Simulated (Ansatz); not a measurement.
The inner images of a band of CH5FSi + H2S (11 atoms, charge 0, multiplicity 1) are given out of order.

All numbers below come from RKS revPBE-D4/def2-SVP in Ansatz.

Image 0:

```xyz
11
Properties=species:S:1:pos:R:3
Si -0.395 -0.236 -1.101
F 1.039 0.574 -1.323
H -0.704 -0.915 -2.408
H -1.449 0.797 -0.809
C -0.206 -1.471 0.294
H 1.411 1.702 0.561
S 0.922 2.011 1.794
H 0.014 -0.943 1.243
H -1.144 -2.051 0.420
H 0.616 -2.185 0.082
H -0.104 2.717 1.246
```

Image 8:

```xyz
11
Properties=species:S:1:pos:R:3
Si -0.872 0.222 -0.258
F 2.328 0.285 -0.737
H -0.567 0.486 -1.703
H -2.352 0.383 -0.040
C -0.230 -1.437 0.350
H 1.881 0.874 -0.134
S 0.188 1.717 0.968
H -0.442 -1.574 1.429
H -0.702 -2.270 -0.210
H 0.864 -1.460 0.181
H -0.095 2.774 0.153
```

Problem. Put them in order from the first end to the last, with their energies above the first end.
A.
```xyz
11
Properties=species:S:1:pos:R:3
Si -0.683 0.188 -0.365
F 2.005 0.512 -0.933
H -0.368 0.257 -1.833
H -2.133 0.529 -0.228
C -0.246 -1.484 0.389
H 1.716 1.054 -0.188
S 0.260 1.624 1.071
H -0.407 -1.453 1.485
H -0.902 -2.270 -0.037
H 0.810 -1.754 0.188
H -0.052 2.796 0.450
```
B.
```xyz
11
Properties=species:S:1:pos:R:3
Si -0.414 -0.112 -0.881
F 1.079 0.586 -1.146
H -0.801 -0.532 -2.266
H -1.437 0.877 -0.398
C -0.203 -1.556 0.303
H 1.457 1.487 0.548
S 0.704 2.007 1.559
H -0.337 -1.255 1.361
H -0.942 -2.347 0.060
H 0.813 -1.986 0.188
H 0.081 2.831 0.671
```
C.
```xyz
11
Properties=species:S:1:pos:R:3
Si -0.562 0.170 -0.436
F 1.722 0.554 -0.937
H -0.449 0.099 -1.942
H -1.972 0.626 -0.225
C -0.212 -1.494 0.375
H 1.587 1.106 -0.113
S 0.330 1.639 1.136
H -0.376 -1.420 1.468
H -0.914 -2.253 -0.031
H 0.823 -1.842 0.188
H 0.024 2.814 0.517
```
D.
```xyz
11
Properties=species:S:1:pos:R:3
Si -0.420 -0.193 -1.011
F 1.029 0.588 -1.240
H -0.788 -0.773 -2.349
H -1.441 0.836 -0.614
C -0.204 -1.533 0.283
H 1.491 1.602 0.662
S 0.787 2.074 1.727
H -0.143 -1.095 1.299
H -1.059 -2.240 0.250
H 0.724 -2.110 0.090
H 0.023 2.844 0.904
```
E.
```xyz
11
Properties=species:S:1:pos:R:3
Si -0.791 0.206 -0.299
F 2.240 0.408 -0.864
H -0.397 0.418 -1.730
H -2.272 0.430 -0.177
C -0.259 -1.465 0.382
H 1.831 0.974 -0.212
S 0.214 1.661 1.025
H -0.422 -1.507 1.477
H -0.843 -2.282 -0.088
H 0.817 -1.618 0.170
H -0.118 2.775 0.315
```
F.
```xyz
11
Properties=species:S:1:pos:R:3
Si -0.449 0.130 -0.535
F 1.455 0.553 -0.960
H -0.533 -0.027 -2.034
H -1.820 0.698 -0.233
C -0.194 -1.503 0.364
H 1.448 1.189 0.018
S 0.464 1.681 1.209
H -0.358 -1.394 1.454
H -0.919 -2.248 -0.026
H 0.829 -1.891 0.190
H 0.077 2.811 0.552
```
G.
```xyz
11
Properties=species:S:1:pos:R:3
Si -0.394 0.004 -0.716
F 1.213 0.535 -1.058
H -0.668 -0.232 -2.161
H -1.615 0.789 -0.274
C -0.191 -1.530 0.344
H 1.410 1.373 0.316
S 0.596 1.820 1.356
H -0.354 -1.350 1.425
H -0.921 -2.291 -0.001
H 0.830 -1.933 0.198
H 0.093 2.815 0.571
```

Solution. D (+0.4 kcal/mol), B (+3.0 kcal/mol), G (+16.7 kcal/mol), F (+34.3 kcal/mol), C (+26.1 kcal/mol), A (+16.3 kcal/mol), E (+12.2 kcal/mol).

Run time: 2.5 min on 2 threads of Intel(R) Xeon(R) Platinum 8488C (Sapphire Rapids), on a shared host, peak memory 0.17 GiB.
